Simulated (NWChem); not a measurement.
System: SnHI₃; SMILES [I][SnH]([I])[I]

Computed with NWChem. Medium grid unless said otherwise, to which SCAN and Minnesota functionals are sensitive. The geometry was optimised at PBE-D3(BJ)/def2-SVP. No frequency run checked for a minimum. def2 effective core potentials on Sn, I; no spin-orbit coupling. Hybrids' shares of exact exchange are those that their runs print; pure functionals count as 0. The functionals differ in more than this share.

```csv
row,share of exact exchange,orbital gap (eV)
PBE/def2-SVP,0.00,2.66
MN15-L/def2-SVP,0.00,3.24
B3LYP/def2-SVP,0.20,4.00
PW6B95/def2-SVP,0.28,withheld
M06-2X/def2-SVP,0.54,6.51
```

Task: Fit a straight line of the last column on the one before it, predict the withheld value, and compare with the run.

Result: 
1. Means of the 4 shown rows: x = 0.185, y = 4.103. Slope Σ(x − x̄)(y − ȳ)/Σ(x − x̄)² = 1.280/0.1947 = 6.572; intercept 2.887.
2. The shown rows scatter about the line by 0.236 (root mean square); the largest residual is +0.35, at MN15-L/def2-SVP.
3. At x = 0.28 (PW6B95/def2-SVP; inside the shown range) the line gives 4.73.
4. The run gives 4.56, -0.17 from the line, 0.7 times the scatter.
